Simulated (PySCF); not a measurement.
Computed shifts of a molecule C₂H₅FOSi₂, PBE/pcSseg-1 (PySCF), GIAO, gas phase, atoms alike by connectivity averaged where their shifts nearly agree, in ppm (number of nuclei): ¹³C: 230.5 (1), 60.1 (1). ²⁹Si: 59.3 (1), -98.8 (1). ¹⁹F: -249.9 (1). ¹H: 6.79 (1), 4.25 (1), 3.97 (1), 3.56 (1), 3.44 (1). References: ¹⁷O against H2O (σ = 334.3 ppm); ¹³C against TMS (σ = 182.0 ppm); ²⁹Si against TMS (σ = 335.4 ppm); ¹⁹F against CFCl3 (σ = 133.6 ppm); ¹H against TMS (σ = 31.49 ppm), references at their B3LYP-D3(BJ)/def2-TZVP geometries, non-relativistic. The structure is a stationary point at B3LYP-D3(BJ)/def2-SVP. The values are those of a single conformer.

**Question.** Which molecule gave these data?
A. O[SiH2]C#C[SiH2]F
B. C#C[Si@@H](O)[SiH2]F
C. O=C1C[SiH2][Si@@H]1F
D. F[Si@H]1C=C[SiH2]O1

**Answer.** C, O=C1C[SiH2][Si@@H]1F
